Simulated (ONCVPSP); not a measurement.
**Ranking ONCV potentials for Sn (Z = 50)**

All share these settings but for the change named:

ONCVPSP 4.0.1 input, shortened (lines: element, Z, core and valence counts, functional; n l f; lmax; l rc ep ncon nbas qcut; lloc lpopt rc5 dvloc0; l nproj debl; icmod fcfact rcfact), LDA (Perdew-Zunger), non-relativistic:

```
  Sn 50.00    6    5        3      upf
    1    0    2.00
    2    0    2.00
    2    1    6.00
    3    0    2.00
    3    1    6.00
    3    2   10.00
    4    0    2.00
    4    1    6.00
    4    2   10.00
    5    0    2.00
    5    1    2.00
    3
    0    1.65    0.00    3    8    9.20
    1    1.20    0.00    5    9   12.00
    2    1.15    0.00    4    7    8.00
    3    1.45    0.08    4    7    6.80
    2    5    1.15    0.00
    0    2    1.10
    1    2    2.60
    2    0    1.30
    3    1    2.50
    0    0.00    0.00
```

Cutoff: the first of the cutoffs (Ha) at which the residual kinetic energy of the hardest occupied pseudo-wave falls to 1 and 0.1 mHa per electron; the density cutoff is not measured.

The base gives 101 Ha.

Of 7 variants that were run, those that failed, showed a ghost or another fault, or gave nearly equal values are left out.

A variant can come out equal or close to the base.

**Question.** Rank these variants from softest to hardest (loose cutoff).
A. all radii scaled by about 0.94 (s 1.56, p 1.14, d 1.08, f 1.36 bohr)
B. all radii scaled by about 0.80 (s 1.32, p 0.96, d 0.92, f 1.16 bohr)
C. all radii scaled by about 1.33 (s 2.20, p 1.60, d 1.52, f 1.92 bohr)

**Answer.** C (39 Ha), A (113 Ha), B (147 Ha).
